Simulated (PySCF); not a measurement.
Species: Ge(SiH3)2Cl2.
Bonds: Ge1–Si2, Ge1–Si6, Ge1–Cl10, Ge1–Cl11. Hydrogens: H3, H4, H5 on Si2; H7, H8, H9 on Si6.

Theory: PBE0-D3(BJ)/def2-SVP geometry optimisation, gas phase (PySCF 2.14.0).

Give the optimised bond lengths and angles.

```
                   bond  length (Å)
       Ge1–Si2, Ge1–Si6       2.384
     Ge1–Cl10, Ge1–Cl11       2.177
Si2–H3 and 5 like bonds       1.492
```

Bonds in one row agree within 0.01 Å and their mean is given. A selection of angles:
```
        angle  degrees
  Si2–Ge1–Si6    124.3
 Si2–Ge1–Cl10    107.1
 Si2–Ge1–Cl11    105.6
Cl10–Ge1–Cl11    106.5
   Ge1–Si2–H3    108.4
   Ge1–Si2–H5    109.4
    H3–Si2–H4    110.7
    H3–Si2–H5    109.7
```

Si2 (silicon bonded to Ge and 3 H) is tetrahedral (angles from 107.7° to 110.8°). Ge1 (germanium bonded to 2 Cl and 2 Si) is distorted tetrahedral (angles from 105.6° to 124.3°).

Point group: C2v (every atom within 0.08 Å of its image). No frequency check.
